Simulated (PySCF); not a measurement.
C₅H₈NOSi (doublet state).
Geometry (GFN2-xTB, Å), atoms numbered from 1 in this order:
```
atom  x, y, z in Å
N1     1.0553    2.4797   -1.1277
C2     0.5386    1.9066   -0.2780
C3    -0.0115    1.0909    0.7508
C4    -1.3046    0.4093    0.2899
C5    -0.9382   -0.7388   -0.6505
C6     0.0798   -1.6427    0.0463
Si7    1.2190   -0.4132    0.9797
O8     2.6634   -0.1443    0.2921
H9    -0.1721    1.6996    1.6409
H10   -1.8235    0.0122    1.1652
H11   -1.9688    1.1201   -0.2075
H12   -1.8311   -1.2979   -0.9365
H13   -0.4995   -0.3208   -1.5608
H14    0.6227   -2.2561   -0.6713
H15   -0.4350   -2.3207    0.7260
H16    2.7981    0.4252   -0.4699
```

The hyperfine couplings belong to this conformer and change with its torsions.

As a line formula: `N#C[C@H]1CCC[Si]1O` [radical].

Theory: UKS B3LYP, pcH-1 on C H N O Si, non-relativistic, mean-field spin-orbit, GIAO (PySCF). Geometry: GFN2-xTB, one conformer, isolated molecule. Couplings are sensitive to structure, and on GFN2-xTB geometries they can be far from those on DFT ones, by a factor of two or more for some ions and for spin on atoms past the first row.

Problem. How many α and β electrons are there, and what is ⟨S²⟩ of the pure spin state?

Solution. 67 electrons with 2S = 1: 34 α and 33 β; S(S+1) = 0.75.

Mulliken spin populations, one withheld:

```csv
atom,bound to,population
N1,C2,+0.0197
C2,"N1, C3",-0.0032
C3,"C2, C4, Si7, H9",+0.0216
C4,"C3, C5, H10, H11",+0.0030
C5,"C4, C6, H12, H13",+0.0114
C6,"C5, Si7, H14, H15",+0.0586
Si7,"C6, O8, C3",?
O8,"Si7, H16",+0.0170
H9,C3,-0.0007
H10,C4,-0.0011
H11,C4,+0.0027
H12,C5,+0.0107
H13,C5,-0.0017
H14,C6,+0.0023
H15,C6,-0.0042
H16,O8,+0.0270
```

Problem. Complete the table.

Solution. The populations add up to Nα − Nβ = 1, and the others sum to 0.1631, so Si7 holds +0.837.

Problem. How is the spin shared among the elements?

Solution. Silicon +0.84, carbon +0.09, hydrogen +0.04, nitrogen +0.02, oxygen +0.02. The positive populations sum to 1.01, the negative ones to -0.01.

Problem. The run gives ⟨S²⟩ = 0.7514. What does that say of the overlap of α and β orbitals, and of the weight of higher spin?

Solution. Σ|⟨iα|jβ⟩|² over occupied orbitals = Nβ − [⟨S²⟩ − S(S+1)] = 33 − 0.0014 = 32.9986. If the quartet state (S + 1) were the only admixture, its weight would be 0.0014/(2S + 2) = 0.05 %. For Kohn–Sham this describes the determinant of the orbitals, not the true wave function.

Problem. What Fermi-contact NMR shifts do the couplings of N1, C2, C3, C4, C5, H9, H10 imply at 298 K (Curie law, g = gₑ)?

Solution. δ = a_FC·h·gₑ μB S(S+1)/(3 g_N μN kT), with k/h = 20836.6 MHz/K:

```
nuclei  isotope  a_FC (MHz)     g_N  contact shift (ppm)
    N1      14N        0.79  0.4038                 +290
    C2      13C        8.34  1.4048                 +879
    C3      13C       49.79  1.4048                +5246
    C4      13C        6.75  1.4048                 +712
    C5      13C       17.06  1.4048                +1798
    H9       1H        4.18  5.5857                 +111
   H10       1H       -0.60  5.5857                  -16
```

The sign follows the spin density at the nucleus: positive density means a positive shift.
